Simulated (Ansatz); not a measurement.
Basis sets compared for the cluster K3Na⁺ (the lowest doublet isomer of a short search). Total charge 1; doublet. Geometry PBE0/def2-TZVP. Ansatz on 2 threads of Arm Neoverse V2 on a shared host; times are rough, and most runs start from earlier orbitals.

Cartesian coordinates in Å:
```
Na -1.0351 0.2097 0.6922
K 2.1138 -0.1980 -1.2693
K 1.7927 -1.8956 2.9477
K -2.8713 1.8839 -2.3706
```

The structure comes from a short search, and lower isomers may exist.

| level | functions | energy (Eh) | HOMO (eV) | LUMO (eV) | wall time |
| --- | --- | --- | --- | --- | --- |
| PBE/def2-SVP | 87 | -1960.8648 | -5.29 | -4.86 | 4.9 s |
| PBE0/def2-SVP | 87 | -1961.0266 | -5.65 | -4.32 | 6.5 s |

(1) Estimate the rows for PBE/def2-TZVP, PBE0/def2-TZVP (with forces).

Results:

(1) 
```json
{"level": "PBE/def2-TZVP", "functions": "131", "energy (Eh)": "-1961.1599", "HOMO (eV)": "-5.27", "LUMO (eV)": "-4.82", "wall time": "6.5 s"}
{"level": "PBE0/def2-TZVP (with forces)", "functions": "131", "energy (Eh)": "-1961.3173", "HOMO (eV)": "-5.64", "LUMO (eV)": "-4.27", "wall time": "11 s"}
```
